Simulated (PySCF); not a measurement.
# Shapes and spin states of Ti(OH)₂

Level of theory: PBE0 in PySCF with Ti def2-TZVP, O def2-TZVP, H def2-TZVP; no relativity; density-fitted integrals.

Relaxations began from a few typed shapes and spin states; open shells are unrestricted. The search is not exhaustive: other isomers or separated fragments can lie lower, and high-lying points may rest on an excited occupation.

| spin | group | bonds | angles | imaginary modes (cm⁻¹) | ΔE (kJ/mol) | ΔE with ZPE (kJ/mol) |
| --- | --- | --- | --- | --- | --- | --- |
| triplet | C2v | O–H 0.952 Å (×2), Ti–O 1.813 Å (×2) | H–O–Ti 167.3° (×2), O–Ti–O 162.0° | none | 0.0 | 0.0 |
| triplet | D∞h | O–H 0.952 Å (×2), Ti–O 1.814 Å (×2) | H–O–Ti 180.0° (×2), O–Ti–O 180.0° | 47i, 47i | 0.4 | – |
| singlet (closed shell, unstable to spin polarisation) | C2v | O–H 0.954 Å (×2), Ti–O 1.764 Å (×2) | H–O–Ti 152.9° (×2), O–Ti–O 119.9° | none | 115.5 | 114.9 |

The lowest minimum found is the triplet C2v: O–H 0.952 Å (×2), Ti–O 1.813 Å (×2); H–O–Ti 167.3° (×2), O–Ti–O 162.0°.

For the lowest minimum: open d and f shells are described by one determinant, and the ground state may have another occupation or spin.
